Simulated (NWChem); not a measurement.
Molecule: SiHOCl$_{3}$; SMILES Cl[Si](Cl)(O)Cl

```xyz
6

O     -1.8997     0.1372     0.0000
Si    -0.2694     0.0199     0.0000
Cl     0.4030    -0.9796     1.6522
Cl     0.4517     1.9180     0.0000
Cl     0.4030    -0.9796    -1.6522
H     -2.4137    -0.6771     0.0000
```
Atoms are numbered in this order, from 1.

Computed with NWChem. The geometry was optimised at PBE0/def2-SVP.

For level PBE0/cc-pVTZ:

```
Quantity          Result
----------------  ------
orbital gap (eV)    9.13
```

### Question
Estimate the same quantities for level PBE0/aug-cc-pVDZ.

### Answer
The orbital gap (eV) comes out as 8.61.
